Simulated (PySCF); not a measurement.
Sn(Cl)3(Et) (C2H5Cl3Sn), SMILES C[CH2][Sn]([Cl])([Cl])[Cl].

Geometry: B3LYP-D3(BJ)/def2-SVP. The def2 effective core potentials stand for the cores of Sn; spin–orbit coupling is left out. One conformer was computed; it need not be the lowest.

Calculation: PBE/def2-TZVP (PySCF).

Symmetry labels are those of the subgroup Cs that the program uses (full group Cs).

Computed valence orbital energies around the gap with their symmetry:
```json
[
 {"orbital": "HOMO−7", "symmetry": "A\"", "energy (eV)": "-9.27"},
 {"orbital": "HOMO−6", "symmetry": "A'", "energy (eV)": "-8.66"},
 {"orbital": "HOMO−5", "symmetry": "A\"", "energy (eV)": "-8.03"},
 {"orbital": "HOMO−4", "symmetry": "A'", "energy (eV)": "-8.03"},
 {"orbital": "HOMO−3", "symmetry": "A'", "energy (eV)": "-7.81"},
 {"orbital": "HOMO−2", "symmetry": "A\"", "energy (eV)": "-7.79"},
 {"orbital": "HOMO−1", "symmetry": "A\"", "energy (eV)": "-7.66"},
 {"orbital": "HOMO", "symmetry": "A'", "energy (eV)": "-7.51"},
 {"orbital": "LUMO", "symmetry": "A'", "energy (eV)": "-3.28"},
 {"orbital": "LUMO+1", "symmetry": "A'", "energy (eV)": "-1.03"},
 {"orbital": "LUMO+2", "symmetry": "A\"", "energy (eV)": "-0.96"},
 {"orbital": "LUMO+3", "symmetry": "A'", "energy (eV)": "-0.26"}
]
```
